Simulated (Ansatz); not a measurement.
Computed with Ansatz.

A structure relaxed at PBE0-D4/def2-TZVP, charge 0, multiplicity 1:

Cartesian coordinates in Å:
```
N -0.339 -0.933 1.364
Si -0.728 0.019 0.000
S -1.020 -0.971 -1.877
C 0.674 1.263 -0.174
Cl 2.219 0.383 -0.392
H 0.614 -1.249 1.464
H -0.984 -1.640 1.681
H -2.024 0.705 0.225
H 0.264 -1.362 -1.969
H 0.780 1.878 0.720
H 0.544 1.908 -1.042
```

Q: Give its formula and SMILES.

A: CH6ClNSSi, `N[SiH](S)CCl`.

Q: Summarise the bond lengths by kind.

A: 1 × N–Si 1.709 Å; 2 × H–N 1.008 to 1.009 Å; 1 × S–Si 2.142 Å; 1 × C–Si 1.882 Å; 1 × H–Si 1.483 Å; 1 × H–S 1.345 Å; 1 × C–Cl 1.791 Å; 2 × C–H 1.089 to 1.090 Å.
